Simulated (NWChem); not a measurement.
System: CH₆O₂Si₂; SMILES C1[SiH2]O[Si@@H]1O

NWChem input:

```
start job
memory heap 200 mb stack 900 mb global 1100 mb
geometry units angstroms noautosym nocenter noautoz
  O      0.177290    -2.193379    -0.522399
  Si    -0.031499    -0.864349     0.441651
  C     -1.337922     0.435030    -0.049632
  Si     0.171668     1.580059    -0.171058
  O      1.191090     0.292192     0.268430
  H      0.431978    -2.038616    -1.443188
  H     -0.125861    -1.424834     1.806559
  H     -2.061173     0.678966     0.735028
  H     -1.878245     0.242313    -0.981466
  H      0.225941     2.697569     0.806992
  H      0.494294     2.101851    -1.526508
end
basis spherical
  O library def2-svp
  Si library def2-svp
  C library def2-svp
  H library def2-svp
end
dft
  xc b3lyp
  iterations 150
  mulliken
end
task dft energy
esp
  recalculate
  probe 0.07
  range 0.3
  factor 1.0
  spacing 0.02
end
task esp
```

Excerpt of the output:

```
             Northwest Computational Chemistry Package (NWChem) 7.3.0
             --------------------------------------------------------

                             Geometry "geometry" -> ""
                             -------------------------

 Output coordinates in angstroms (scale by  1.889725989 to convert to a.u.)

  No.       Tag          Charge          X              Y              Z
 ---- ---------------- ---------- -------------- -------------- --------------
    1 O                    8.0000     0.17729000    -2.19337900    -0.52239900
    2 Si                  14.0000    -0.03149900    -0.86434900     0.44165100
    3 C                    6.0000    -1.33792200     0.43503000    -0.04963200
    4 Si                  14.0000     0.17166800     1.58005900    -0.17105800
    5 O                    8.0000     1.19109000     0.29219200     0.26843000
    6 H                    1.0000     0.43197800    -2.03861600    -1.44318800
    7 H                    1.0000    -0.12586100    -1.42483400     1.80655900
    8 H                    1.0000    -2.06117300     0.67896600     0.73502800
    9 H                    1.0000    -1.87824500     0.24231300    -0.98146600
   10 H                    1.0000     0.22594100     2.69756900     0.80699200
   11 H                    1.0000     0.49429400     2.10185100    -1.52650800

 Effective nuclear repulsion energy (a.u.)     308.7444038426

                                 NWChem DFT Module
                                 -----------------

 Summary of "ao basis" -> "ao basis" (spherical)
 ------------------------------------------------------------------------------
       Tag                 Description            Shells   Functions and Types
 ---------------- ------------------------------  ------  ---------------------
 O                          def2-svp                 6       14   3s2p1d
 Si                         def2-svp                 8       18   4s3p1d
 C                          def2-svp                 6       14   3s2p1d
 H                          def2-svp                 3        5   2s1p

            General Information
            -------------------
          SCF calculation type: DFT
          Wavefunction type:  closed shell.
          No. of atoms     :    11
          No. of electrons :    56
           Alpha electrons :    28
            Beta electrons :    28
          Charge           :     0
          Spin multiplicity:     1
          Use of symmetry is: off; symmetry adaption is: off
          Maximum number of iterations: 150
          AO basis - number of functions:   108
                     number of shells:    52
          Convergence on energy requested:  1.00D-06
          Convergence on density requested:  1.00D-05
          Convergence on gradient requested:  5.00D-04

              XC Information
              --------------
                         B3LYP Method XC Potential
                     Hartree-Fock (Exact) Exchange  0.200
                        Slater Exchange Functional  0.800 local
                    Becke 1988 Exchange Functional  0.720 non-local
              Lee-Yang-Parr Correlation Functional  0.810
                  VWN I RPA Correlation Functional  0.190 local

             Grid Information
             ----------------
          Grid used for XC integration:  medium
          Radial quadrature: Mura-Knowles
          Angular quadrature: Lebedev.
          Tag              B.-S. Rad. Rad. Pts. Rad. Cut. Ang. Pts.
          ---              ---------- --------- --------- ---------
          O                   0.60       49          12.0       434
          Si                  1.10       88          11.0       590
          C                   0.70       49          10.0       434
          H                   0.35       45          12.0       434
          Grid pruning is: on
          Number of quadrature shells:   593
          Spatial weights used:  Erf1

      Superposition of Atomic Density Guess
      -------------------------------------

 Sum of atomic energies:        -767.47988099

      Non-variational initial energy
      ------------------------------

 Total energy =    -769.685221
 1-e energy   =   -1674.892508
 2-e energy   =     596.462883
 HOMO         =      -0.333871
 LUMO         =       0.037400

     ---------------------------------------------
      Total Density - Mulliken Population Analysis
     ---------------------------------------------

    Atom       Charge   Shell Charges
 -----------   ------   -------------------------------------------------------
    1 O    8     8.75   1.99  1.10  0.63  3.08  1.94  0.00
    2 Si  14    12.79   2.00  1.99  0.89  0.16  5.93  0.91  0.58  0.32
    3 C    6     6.78   1.99  0.98  0.33  2.14  1.34  0.01
    4 Si  14    13.12   2.00  1.99  0.95  0.23  5.93  1.00  0.79  0.22
    5 O    8     8.97   1.99  1.12  0.71  3.11  2.04  0.01
    6 H    1     0.65   0.52  0.07  0.06
    7 H    1     1.08   0.70  0.38  0.01
    8 H    1     0.84   0.64  0.17  0.03
    9 H    1     0.84   0.64  0.17  0.03
   10 H    1     1.08   0.70  0.37  0.01
   11 H    1     1.08   0.70  0.37  0.01

   convergence    iter        energy       DeltaE   RMS-Dens  Diis-err
 ---------------- ----- ----------------- --------- --------- ---------
 d= 0,ls=0.0,diis     1   -770.8665198346 -1.08D+03  1.56D-02  9.32D-01
 d= 0,ls=0.0,diis     2   -770.7578503343  1.09D-01  9.39D-03  2.19D+00
 d= 0,ls=0.0,diis     3   -770.9692453834 -2.11D-01  1.78D-03  4.91D-02
 d= 0,ls=0.0,diis     4   -770.9724145988 -3.17D-03  7.90D-04  1.59D-02
 d= 0,ls=0.0,diis     5   -770.9740743442 -1.66D-03  1.67D-04  6.86D-04
  Resetting Diis
 d= 0,ls=0.0,diis     6   -770.9741327714 -5.84D-05  6.16D-05  6.63D-05
 d= 0,ls=0.0,diis     7   -770.9741405170 -7.75D-06  3.33D-05  3.72D-06
 d= 0,ls=0.0,diis     8   -770.9741400192  4.98D-07  1.91D-05  7.86D-06
 d= 0,ls=0.0,diis     9   -770.9741409920 -9.73D-07  1.91D-06  8.38D-08

         Total DFT energy =     -770.974140992036
      One electron energy =    -1679.094716623385
           Coulomb energy =      666.240193046792
    Exchange-Corr. energy =      -66.864021258040
 Nuclear repulsion energy =      308.744403842597

 Numeric. integr. density =       55.999983985050

                       DFT Final Molecular Orbital Analysis
                       ------------------------------------

 Vector   26  Occ=2.000000D+00  E=-3.141506D-01
              MO Center=  2.6D-01,  4.3D-01,  2.6D-02, r^2= 2.8D+00
   Bfn.  Coefficient  Atom+Function         Bfn.  Coefficient  Atom+Function
  ----- ------------  ---------------      ----- ------------  ---------------
    68      0.457261   5 O  px               71      0.338799   5 O  px
    36      0.311700   3 C  px               35      0.186745   3 C  s
    39      0.163837   3 C  px               54     -0.141547   4 Si px
    89     -0.135924   8 H  s               104     -0.129408  11 H  s
   105     -0.129985  11 H  s                94     -0.108063   9 H  s

 Vector   27  Occ=2.000000D+00  E=-3.097268D-01
              MO Center=  5.3D-01,  8.0D-01,  1.4D-01, r^2= 3.6D+00
   Bfn.  Coefficient  Atom+Function         Bfn.  Coefficient  Atom+Function
  ----- ------------  ---------------      ----- ------------  ---------------
    70      0.415156   5 O  pz               73      0.310163   5 O  pz
    99     -0.251291  10 H  s               100     -0.217784  10 H  s
     5      0.181266   1 O  py              104      0.160915  11 H  s
   105      0.138622  11 H  s                 8      0.130352   1 O  py
    56     -0.119032   4 Si pz               69      0.116933   5 O  py

 Vector   28  Occ=2.000000D+00  E=-2.851248D-01
              MO Center= -5.6D-01, -5.5D-02,  7.3D-02, r^2= 3.7D+00
   Bfn.  Coefficient  Atom+Function         Bfn.  Coefficient  Atom+Function
  ----- ------------  ---------------      ----- ------------  ---------------
    37      0.379911   3 C  py               40      0.268480   3 C  py
     4     -0.215290   1 O  px               84      0.194649   7 H  s
    85      0.183798   7 H  s                 7     -0.166384   1 O  px
    54     -0.133935   4 Si px              104     -0.129154  11 H  s
    70     -0.127941   5 O  pz               23     -0.123463   2 Si py

 Vector   29  Occ=0.000000D+00  E= 6.950419D-03
              MO Center=  1.9D-02,  1.1D+00, -5.6D-02, r^2= 4.9D+00
   Bfn.  Coefficient  Atom+Function         Bfn.  Coefficient  Atom+Function
  ----- ------------  ---------------      ----- ------------  ---------------
    57      0.897414   4 Si px               35      0.714469   3 C  s
    67     -0.543919   5 O  s                25      0.478590   2 Si px
    50     -0.372844   4 Si s                58     -0.315949   4 Si py
    54      0.226585   4 Si px               39      0.207777   3 C  px
    18     -0.205122   2 Si s                59      0.188844   4 Si pz

 Vector   30  Occ=0.000000D+00  E= 2.872834D-02
              MO Center=  4.7D-02, -8.8D-01, -9.2D-01, r^2= 5.4D+00
   Bfn.  Coefficient  Atom+Function         Bfn.  Coefficient  Atom+Function
  ----- ------------  ---------------      ----- ------------  ---------------
    35      0.958351   3 C  s                80     -0.829202   6 H  s
     3      0.717895   1 O  s                58      0.695946   4 Si py
    50     -0.575831   4 Si s                90     -0.532634   8 H  s
    26      0.375029   2 Si py              100     -0.297260  10 H  s
    95     -0.216287   9 H  s                67      0.209116   5 O  s

 Vector   31  Occ=0.000000D+00  E= 4.631186D-02
              MO Center= -4.2D-01,  7.4D-01,  1.3D-02, r^2= 5.6D+00
   Bfn.  Coefficient  Atom+Function         Bfn.  Coefficient  Atom+Function
  ----- ------------  ---------------      ----- ------------  ---------------
    35      1.755123   3 C  s                95     -0.955684   9 H  s
    58      0.801218   4 Si py              105     -0.752833  11 H  s
    59     -0.497557   4 Si pz               26     -0.485766   2 Si py
    57      0.470890   4 Si px               49      0.363412   4 Si s
    90     -0.301595   8 H  s                 3     -0.297049   1 O  s

     ---------------------------------------------
      Total Density - Mulliken Population Analysis
     ---------------------------------------------

    Atom       Charge   Shell Charges
 -----------   ------   -------------------------------------------------------
    1 O    8     8.38   1.99  1.08  0.63  2.90  1.77  0.01
    2 Si  14    13.24   2.00  1.98  0.98  0.08  5.93  1.19  0.64  0.45
    3 C    6     6.45   1.99  0.90  0.31  2.13  1.11  0.01
    4 Si  14    13.38   2.00  1.98  1.03  0.14  5.93  1.24  0.74  0.32
    5 O    8     8.55   1.99  1.08  0.73  2.88  1.87  0.01
    6 H    1     0.81   0.67  0.07  0.07
    7 H    1     1.11   0.75  0.35  0.01
    8 H    1     0.93   0.72  0.18  0.03
    9 H    1     0.94   0.72  0.19  0.03
   10 H    1     1.11   0.75  0.35  0.01
   11 H    1     1.11   0.75  0.35  0.01

     -------------------------------------------
      Total Density - Lowdin Population Analysis
     -------------------------------------------

    Atom       Charge   Shell Charges
 -----------   ------   -------------------------------------------------------
    1 O    8     8.21   1.97  0.88  0.60  2.72  2.02  0.01
    2 Si  14    13.41   2.00  1.93  0.60  0.29  5.81  1.22  0.87  0.70
    3 C    6     6.40   1.96  0.62  0.35  1.93  1.50  0.04
    4 Si  14    13.44   2.00  1.93  0.64  0.32  5.81  1.26  1.00  0.48
    5 O    8     8.38   1.97  0.93  0.64  2.73  2.09  0.01
    6 H    1     0.91   0.55  0.18  0.18
    7 H    1     1.11   0.66  0.43  0.02
    8 H    1     0.96   0.62  0.26  0.07
    9 H    1     0.96   0.62  0.27  0.07
   10 H    1     1.11   0.66  0.43  0.02
   11 H    1     1.11   0.66  0.43  0.02

     Multipole analysis of the density
     ---------------------------------

     L   x y z        total         alpha         beta         nuclear
     -   - - -        -----         -----         ----         -------
     0   0 0 0     -0.000000    -28.000000    -28.000000     56.000000

     1   1 0 0     -0.529529     -2.125018     -2.125018      3.720508
     1   0 1 0      0.302203      0.455468      0.455468     -0.608732
     1   0 0 1     -0.521096     -1.069516     -1.069516      1.617936

     2   2 0 0    -34.502691    -72.677403    -72.677403    110.852115
     2   1 1 0     -0.847863      0.554153      0.554153     -1.956169
     2   1 0 1     -1.076673     -1.457555     -1.457555      1.838438
     2   0 2 0    -35.411409   -203.611527   -203.611527    371.811646
     2   0 1 1      1.612818      0.567368      0.567368      0.478081
     2   0 0 2    -30.917926    -43.574496    -43.574496     56.231067

                     NWChem Electrostatic Potential Fit Module
                     -----------------------------------------

 Atom parameters

 Number of atoms is                                   11
 Number of basis functions is                        108

 Grid parameters

 Maximum number of grid points is                  45845
 Number of grid points is                          45844
 Grid range                                     0.300000 nm
 Grid spacing                                   0.020000 nm
 Probe radius                                   0.070000 nm
 Atom radius factor                             1.000000

 Atomic radii

    1    0.100000
    6    0.147000
    8    0.136000
   14    0.187000
 FASTESP  F
  using M.O. file = ./job.movecs

    Atom              Coordinates                           Charge

                                                  ESP

    1 O     0.017729   -0.219338   -0.052240   -0.694477
    2 Si   -0.003150   -0.086435    0.044165    0.987102
    3 C    -0.133792    0.043503   -0.004963   -0.645995
    4 Si    0.017167    0.158006   -0.017106    0.761183
    5 O     0.119109    0.029219    0.026843   -0.602032
    6 H     0.043198   -0.203862   -0.144319    0.410293
    7 H    -0.012586   -0.142483    0.180656   -0.162071
    8 H    -0.206117    0.067897    0.073503    0.124526
    9 H    -0.187825    0.024231   -0.098147    0.131598
   10 H     0.022594    0.269757    0.080699   -0.153874
   11 H     0.049429    0.210185   -0.152651   -0.156252
                                            ------------
                                               -0.000000

 Dipole moment                                  0.829770

 Quadrupole moment Qxx                         -2.971357
                   Qyy                         -4.775837
                   Qzz                          7.747194

 RMS deviation kJ/mol                           0.054192

 RRMS %                                        27.409127
```

Level: B3LYP/def2-SVP. Geometry: optimised at B3LYP/6-31G* (spherical d). B3LYP is NWChem's, with the RPA form of VWN correlation.
